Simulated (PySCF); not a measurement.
A structure optimised at PBE-D3(BJ)/def2-SVP, used in a PySCF frequency run:

```xyz
8

C      0.5704     3.2941     0.0000
C      0.9303     2.1210     0.0000
C      1.3926     0.7858     0.0000
C      0.5953    -0.3194     0.0000
Cl     1.2618    -1.9124     0.0000
Br    -1.2887    -0.2203     0.0000
H      0.2402     4.3234     0.0000
H      2.4820     0.6084     0.0000
```

Problem. Write its SMILES, formula and point group.

Solution. C#C/C=C(/Cl)Br, C₄H₂BrCl, Cs

Problem. What are its rotational constants (standard atomic weights)?

Solution. 2.1415, 1.4635, 0.86937 GHz
